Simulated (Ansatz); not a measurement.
`CSC(F)[SiH3]` and `BSC(F)[SiH3]` differ in one atom or group.

Ansatz, PBE0-D4/def2-TZVP geometries, multiplicity 1. Each molecule was computed in one conformer, which needn't be the lowest.

| property | `CSC(F)[SiH3]` |
| --- | --- |
| HOMO–LUMO gap (ωB97M-V/def2-TZVPP) / eV | 11.25 |
| HOMO–LUMO gap (PBE/def2-TZVPP) / eV | 5.22 |
| HOMO energy (B3LYP/def2-TZVPP) / eV | -6.80 |
| HOMO energy (ωB97M-V/def2-TZVPP) / eV | -9.25 |
| LUMO energy (PBE0/def2-TZVPP) / eV | 0.31 |
| HOMO energy (PBE0/def2-TZVPP) / eV | -7.03 |

Question: Give the same properties after the change, and the shifts. (Best estimate.)

Answer: Computed: 
```tsv
property	`BSC(F)[SiH3]`	shift
HOMO–LUMO gap (ωB97M-V/def2-TZVPP) / eV	10.90	-0.35
HOMO–LUMO gap (PBE/def2-TZVPP) / eV	4.69	-0.53
HOMO energy (B3LYP/def2-TZVPP) / eV	-8.10	-1.30
HOMO energy (ωB97M-V/def2-TZVPP) / eV	-10.49	-1.24
LUMO energy (PBE0/def2-TZVPP) / eV	-1.53	-1.84
HOMO energy (PBE0/def2-TZVPP) / eV	-8.33	-1.30
```

With PBE0 the HOMO falls by 1.30 eV and the LUMO falls by 1.84 eV, so the gap narrows by about 0.54 eV. PBE moves the HOMO by -1.35 eV and ωB97M-V by -1.24 eV.

B3LYP here is the variant with VWN-RPA as its local correlation; programs differ in this.
